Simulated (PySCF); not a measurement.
Mean harmonic wavenumber (cm⁻¹) of eight silicon and germanium compounds: PBE-D3(BJ) beside B3LYP-D3(BJ), computed with PySCF for isolated molecules in the bases named; differences from unrounded values. The eight are the first of their class met in an unordered collection, after screening for sound electronic states; none was chosen by its value. Each level has its own optimised geometry.

```json
[
 {"molecule": "CH10ClNSi3, SMILES C[Si@](N)(Cl)[SiH2][SiH3]", "basis": "def2-SVP", "B3LYP-D3(BJ)": "1120"},
 {"molecule": "Si(H)(F)(Br)(vinyl) (C2H4BrFSi), SMILES C=C[SiH](Br)F", "basis": "def2-SVP", "B3LYP-D3(BJ)": "1162"},
 {"molecule": "CH7BO2Si, SMILES OB(O)C[SiH3]", "basis": "def2-SVP", "B3LYP-D3(BJ)": "1266"},
 {"molecule": "C₃H₉NSi, SMILES NC/C=C/[SiH3]", "basis": "def2-SVP", "B3LYP-D3(BJ)": "1374"},
 {"molecule": "Si(H)(OH)2(SMe) (CH6O2SSi), SMILES CS[SiH](O)O", "basis": "def2-SVP", "B3LYP-D3(BJ)": "1244"},
 {"molecule": "Si(All)(F)2(H) (C3H6F2Si), SMILES C(C=C)[SiH](F)F", "basis": "def2-SVP", "B3LYP-D3(BJ)": "1244"},
 {"molecule": "C2H9BOSi, SMILES COB(C)[SiH3]", "basis": "def2-SVP", "B3LYP-D3(BJ)": "1310"},
 {"molecule": "C2H4F2OSi, SMILES FC1(F)OC[SiH2]1", "basis": "def2-SVP", "B3LYP-D3(BJ)": "1091"}
]
```

Problem. Estimate the PBE-D3(BJ) values and say how PBE-D3(BJ) differs from B3LYP-D3(BJ) over the set. (An estimate is asked for; the answer gives what the named calculation found.)

Solution. 
| molecule | PBE-D3(BJ) | difference |
|---|---|---|
| CH10ClNSi3, SMILES C[Si@](N)(Cl)[SiH2][SiH3] | 1089 | -31 |
| Si(H)(F)(Br)(vinyl) (C2H4BrFSi), SMILES C=C[SiH](Br)F | 1129 | -34 |
| CH7BO2Si, SMILES OB(O)C[SiH3] | 1230 | -35 |
| C₃H₉NSi, SMILES NC/C=C/[SiH3] | 1335 | -39 |
| Si(H)(OH)2(SMe) (CH6O2SSi), SMILES CS[SiH](O)O | 1211 | -33 |
| Si(All)(F)2(H) (C3H6F2Si), SMILES C(C=C)[SiH](F)F | 1209 | -35 |
| C2H9BOSi, SMILES COB(C)[SiH3] | 1274 | -36 |
| C2H4F2OSi, SMILES FC1(F)OC[SiH2]1 | 1054 | -37 |
PBE-D3(BJ) lies below B3LYP-D3(BJ) in 8 and above it in 0 of the eight; the mean signed difference is -35 and the largest -39 cm⁻¹.
